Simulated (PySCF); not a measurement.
Compound: C₃H₁₀GaN.
Structure used (PBE0-D3(BJ)/def2-SVP), in Å, numbered top down from 1:
```
atom  x, y, z in Å
N1     2.1613   -0.5962    0.3069
Ga2    0.9291    0.9910   -0.4701
C3    -0.7379   -0.0507   -0.6686
C4    -1.4098   -0.6197    0.5652
C5    -2.0513    0.5070   -0.1767
H6     3.0854   -0.2786    0.5971
H7     2.2861   -1.3371   -0.3822
H8     1.6973   -1.0050    1.1180
H9     1.7889    1.3738   -1.7431
H10    0.9531    1.9420    0.8011
H11   -0.8338   -0.6849   -1.5588
H12   -1.8793   -1.6070    0.5023
H13   -0.9805   -0.4020    1.5511
H14   -2.9571    0.2876   -0.7504
H15   -2.0584    1.4966    0.2923
```

Theory: PySCF, PBE0-D3(BJ)/def2-SVP geometry optimisation, gas phase.

Question: Which atoms are bound to Ga2, and at what distances?

Answer: 4 atoms: H9 1.583 Å, H10 1.588 Å, C3 1.976 Å, N1 2.154 Å. The nearest atom not counted as bound is H8, at 2.66 Å (others tie with it).

Question: List the angles at Ga2.

Answer: 
```tsv
angle	degrees	distance of the outer atoms (Å)
C3–Ga2–H9	120.3	3.09
H9–Ga2–H10	119.4	2.74
C3–Ga2–H10	114.1	3.00
N1–Ga2–H9	99.1	2.87
N1–Ga2–H10	98.3	2.85
N1–Ga2–C3	97.5	3.11
```

Question: What is the shape at Ga2?

Answer: Distorted tetrahedral: angles from 97.5° to 120.3°; τ4 = (360° − α − β)/141° = 0.85 with α and β the two widest (0 for a square, 1 for a tetrahedron).

Question: What are the other bond lengths?

Answer: C3–C4, C3–C5 1.513 Å; C4–C5 1.494 Å; N1–H6, N1–H7, N1–H8 1.020 Å; C3–H11 1.097 Å; C4–H12, C5–H14 1.095 Å; C4–H13, C5–H15 1.096 Å.

Question: Give some angles away from the centre.

Answer: Ga2–C3–C4 119.4°, C4–C3–C5 59.2°, C3–C4–C5 60.2°, C3–C5–C4 60.6°.

Question: What are the rotational constants (commonest isotopes, rigid rotor)?

Answer: A = 5329, B = 2024, C = 1614 MHz: an asymmetric top.

Point group: C1 (no symmetry element, even within 0.4 Å). Charge 0, singlet. Not checked by PBE0-D3(BJ)/def2-SVP frequencies.

Rough CPU time on one thread of a shared machine: about 90 s. This is the geometry optimisation.

One conformer stands for the species.
